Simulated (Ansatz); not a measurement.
One change: `[SiH3]OB(Cl)Br` becomes `[SiH3]OBCl`.

Ansatz, PBE0-D4/def2-TZVP geometries, multiplicity 1. Each molecule was computed in one conformer, which needn't be the lowest.

Scalar relativity is left out up to krypton.

```json
{"property": "HOMO–LUMO gap (PBE0/def2-TZVPP) / eV", "`[SiH3]OB(Cl)Br`": "7.78"}
{"property": "HOMO energy (B3LYP/def2-TZVPP) / eV", "`[SiH3]OB(Cl)Br`": "-8.24"}
{"property": "HOMO energy (ωB97M-V/def2-TZVPP) / eV", "`[SiH3]OB(Cl)Br`": "-10.76"}
{"property": "size of the dipole moment (ωB97M-V/def2-TZVPP) / D", "`[SiH3]OB(Cl)Br`": "1.70"}
{"property": "LUMO energy (PBE0/def2-TZVPP) / eV", "`[SiH3]OB(Cl)Br`": "-0.75"}
{"property": "HOMO–LUMO gap (ωB97M-V/def2-TZVPP) / eV", "`[SiH3]OB(Cl)Br`": "12.10"}
```

What does the change do to each property? (An estimate is asked.)

The calculation gave: 
```json
{"property": "HOMO–LUMO gap (PBE0/def2-TZVPP) / eV", "`[SiH3]OBCl`": "8.40", "shift": "0.62"}
{"property": "HOMO energy (B3LYP/def2-TZVPP) / eV", "`[SiH3]OBCl`": "-8.80", "shift": "-0.56"}
{"property": "HOMO energy (ωB97M-V/def2-TZVPP) / eV", "`[SiH3]OBCl`": "-11.33", "shift": "-0.57"}
{"property": "size of the dipole moment (ωB97M-V/def2-TZVPP) / D", "`[SiH3]OBCl`": "1.10", "shift": "-0.60"}
{"property": "LUMO energy (PBE0/def2-TZVPP) / eV", "`[SiH3]OBCl`": "-0.65", "shift": "0.10"}
{"property": "HOMO–LUMO gap (ωB97M-V/def2-TZVPP) / eV", "`[SiH3]OBCl`": "12.67", "shift": "0.57"}
```

With PBE0 the HOMO falls by 0.52 eV and the LUMO rises by 0.10 eV, so the gap widens by about 0.62 eV. PBE moves the HOMO by -0.45 eV and ωB97M-V by -0.57 eV. Dipoles are sizes alone; their direction can turn.

B3LYP here is the variant with VWN-RPA as its local correlation; programs differ in this.

Spin–orbit coupling is left out; it splits and shifts lone-pair levels of the heavy atoms by tenths of an eV.
